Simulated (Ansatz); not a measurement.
Reaction (formal exchange of groups at a B–C bond): `BC#CBO` + `C[SiH3]` → `B[SiH2]C` + `C#CBO`

Computed with Ansatz on PBE0-D4/def2-TZVP structures; ΔE is electronic, products minus reactants. CBS: MP2 limit from def2 TZ/QZ plus the TZ coupled-cluster correction, frozen cores. This one scheme is used for every species. Functionals use def2-TZVPP. B3LYP here is the variant with VWN-RPA as its local correlation; programs differ in this. One conformer a species, not always the lowest.

`BC#CBO`:

Cartesian coordinates in Å:
```
B -2.359 0.816 -0.465
C -0.956 0.382 -0.212
C 0.190 0.015 0.001
B 1.641 -0.359 0.229
O 1.939 -1.556 0.781
H -2.879 0.563 -1.509
H -2.956 1.414 0.378
H 2.497 0.419 -0.086
H 2.883 -1.695 0.883
```

`C[SiH3]`:

```xyz
8

C     0.930    0.003   -0.331
Si   -0.832   -0.002    0.296
H     1.617   -0.351    0.440
H     1.235    1.010   -0.622
H     1.033   -0.649   -1.202
H    -1.245   -1.375    0.695
H    -1.767    0.477   -0.757
H    -0.971    0.887    1.481
```

`B[SiH2]C`:

Cartesian coordinates in Å:
```
B 0.027 1.264 1.359
Si -0.067 -0.514 0.427
C 0.035 -0.467 -1.445
H 0.194 2.304 0.791
H -0.076 1.308 2.551
H -1.333 -1.189 0.848
H 1.052 -1.345 0.972
H 0.971 -0.007 -1.770
H -0.015 -1.472 -1.870
H -0.788 0.118 -1.863
```

`C#CBO`:

```xyz
7

C     1.737    0.418   -0.336
C     0.604    0.012   -0.251
B    -0.829   -0.512   -0.154
O    -1.704   -0.002    0.740
H     2.739    0.773   -0.415
H    -1.220   -1.388   -0.864
H    -1.327    0.699    1.280
```

(1) Is it downhill or uphill in electronic energy at CCSD(T)/CBS, and by how much? (Best estimate.)

(2) What do these levels give: LDA (SPW92), PBE-D4, revPBE-D4, r2SCAN-D4, CAM-B3LYP-D4, BLYP, B3LYP, r2SCAN0, CAM-B3LYP, MP2/def2-SVP, HF/def2-QZVPP, MP2/CBS(def2)? (Best estimate.)

Largest T1 diagnostic among the species: 0.016.

Results:

(1) Ansatz gave: Uphill: ΔE = +0.87 eV.

(2) The calculation gave: LDA (SPW92) 1.01, PBE-D4 0.97, revPBE-D4 0.96, r2SCAN-D4 1.02, CAM-B3LYP-D4 0.98, BLYP 1.05, B3LYP 1.03, r2SCAN0 0.98, CAM-B3LYP 0.99, MP2/def2-SVP 0.99, HF/def2-QZVPP 0.98, MP2/CBS(def2) 0.91 eV.

From BLYP to BHLYP (50 % exact exchange), in def2-TZVPP and without D4, ΔE moves by −0.05 eV. At CCSD(T), def2-SVP lies +0.08 eV from the extrapolated value and def2-TZVPP +0.01 eV. In def2-TZVPP, CCSD(T) changes the Hartree–Fock value by −0.10 eV (the triples alone add +0.01 eV) and MP2 by −0.06 eV.
